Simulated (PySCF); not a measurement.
Compound: C₈H₉F₂ (doublet state).
Z-matrix (Å and degrees, PBE0-D3(BJ)/def2-SVP geometry), rows numbered from 1:
```
F 
C   1  1.3544
F   2  1.3556  1  107.55
C   2  1.5043  1  109.91  3  -120.03
C   4  1.5628  2  113.46  1   -64.56
C   5  1.5257  4  100.09  2  -124.50
C   6  1.4908  5  109.80  4    70.42
C   7  1.3464  6  105.22  5   -73.99
C   8  1.5188  7  107.26  6     0.12
C   6  1.5150  5  103.41  4   -38.91
H   2  1.1045  1  108.00  3   116.38
H   4  1.1019  2  106.08  1    57.11
H   5  1.0995  4  110.81  2   116.64
H   5  1.0996  4  112.71  2    -4.04
H   7  1.0917  6  126.76  5    97.82
H   8  1.0924  7  127.24  6   173.32
H   9  1.0978  4  113.48  2   -72.67
H  10  1.0985  6  113.91  5   176.73
H  10  1.1011  6  114.39  5   -54.86
```

The hyperfine couplings belong to this conformer and change with its torsions.

As a line formula: `FC(F)[C@@H]1C[C]2C=C[C@H]1C2` [radical].

Computed with UKS B3LYP, IGLO-III on C F, pcH-1 on H, non-relativistic, mean-field spin-orbit, GIAO (PySCF). The structure is a single PBE0-D3(BJ)/def2-SVP conformer in the gas phase; no vibrational or solvent corrections. No stability test was run, so a lower SCF solution isn't excluded.

What is the g tensor, term by term?

```
                    Δg (ppm)     1     2     3
relativistic mass correction  -162  -162  -162
            gauge correction    13    31    34
   orbital Zeeman/spin–orbit    37   266   572
                       total  -112   135   444
```

So g = 2.00221, 2.00245, 2.00276 and g_iso = 2.00247; the tensor is rhombic: the two nearest values differ by 44 % of g3 − g1. Axes: g2 points within 14° of the C6–C7 bond.

What are the electron Larmor frequencies g μB B/h along the three axes at 1200 mT?

33.6281, 33.6322, 33.6374 GHz for g1, g2 and g3, a range of 9.3 MHz.

What effective moment and Curie constant follow for a powder?

With the mean of g² = 4.0099 and S(S+1) = 0.75: μ_eff = √(⟨g²⟩S(S+1)) = 1.734 μB and χT = 0.12505·⟨g²⟩·S(S+1) = 0.376 cm³ K/mol (cgs; spin-Hamiltonian part alone).

At 94.069 GHz, how far is the centre of the isotropic spectrum from where a free electron (g = 2.002319) resonates?

B = hν/(g μB) with μB/h = 13.99624 MHz/mT gives 3356.62 mT for the free electron and 3356.36 mT at g_iso, 0.26 mT lower.

In a frozen sample, at which fields do the three g values resonate at 9.5, 34, 94 and 263 GHz (hyperfine left aside), and which band first spreads them over more than twice a line width of 1.0 mT?

```tsv
band	GHz	B(g3) mT	B(g2) mT	B(g1) mT	spread mT
X	9.5	338.91	338.96	339.00	0.09
Q	34.0	1212.94	1213.12	1213.27	0.34
W	94.0	3353.41	3353.93	3354.34	0.93
J	263.0	9382.42	9383.86	9385.02	2.60
```

The spread grows in proportion to the frequency. J band is the first where it exceeds 2.0 mT.

Largest spin populations (Mulliken): C6 (+0.94) and C8 (+0.07). No atom but C6 exceeds +0.15. The angles at C6 add up to 316.2°, so it is pyramidal.

The HOMO–LUMO gaps are 5.53 eV among the α and 5.04 eV among the β orbitals.
